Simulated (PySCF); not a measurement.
**SNI₃, singlet: structure and spectrum**

All numbers come from PySCF, B3LYP, basis S def2-SVP, N def2-SVP, I def2-SVP with ECP28 (scalar-relativistic core potentials, no spin–orbit coupling, density fitting).

The structure is a minimum.

```
Point group                                                                   : C3v
Bond lengths                                                                  : S–I 2.679 Å (×3), S–N 1.462 Å
Bond angles                                                                   : I–S–I 99.3° (×3), I–S–N 118.4° (×3)
Atomisation energy without zero-point energy                                  : 589 kJ/mol
Lowest empty level                                                            : -6.13 eV
Dipole moment                                                                 : 1.65 D
Principal polarisabilities                                                    : 95.7, 172.9, 172.9 bohr³
Rotational symmetry number                                                    : 3
Enthalpy at 298.15 K above 0 K                                                : 23.31 kJ/mol
Rotational constants                                                          : 0.01405, 0.01405, 0.007967 cm⁻¹
Zero-point energy                                                             : 16.0 kJ/mol
Heat capacity Cp at 298.15 K                                                  : 96.0 J/(mol K)
Highest occupied level                                                        : -7.57 eV
Principal quadrupole moments (Buckingham, traceless) about the centre of mass : -8.44, 4.22, 4.22 D Å
Entropy at 298.15 K and 1 bar                                                 : 412.1 J/(mol K)
```

Harmonic modes (masses in u: S 31.972, N 14.003, I 126.904):
```csv
symmetry,ω (cm⁻¹),"IR (km/mol, summed over degenerate members)",μ (u),type
e,58,0.2,95.09,bend
a1,78,0.3,99.21,bend
e,148,14.7,20.37,mixed
a1,194,3.0,26.43,mixed
e,310,152,24.06,bend
a1,1376,23.9,17.00,stretch
```

In C3v the vibrations span 3e + 3a1.

Charges (e):
| atom | Mulliken | Löwdin | polar tensor | Mayer order to S1 |
| --- | --- | --- | --- | --- |
| S1 | 0.26 | 0.63 | 1.24 | – |
| N2 | -0.22 | -0.41 | -0.34 | 2.06 |
| I3,4,5 | -0.01 | -0.07 | -0.30 | 0.48 |

Mulliken populations on S1: s 5.77, p 9.70, d 0.27.

Counting electrons, sulfur keeps none of its valence electrons outside its bonds, so the VSEPR class is AX4 and the expected shape is tetrahedral; with unlike ligands the computed point group is C3v.

Other isomers or separated fragments may lie lower. The small gap makes a closed-shell description doubtful.

The final relaxation and frequency run took 77 s on 2 threads of a shared Arm Neoverse V2 host, with 110 basis functions and 11 gradients; the process peaked at 1.4 GiB. Launch command: `OMP_NUM_THREADS=2 python axn.py task.json out`.
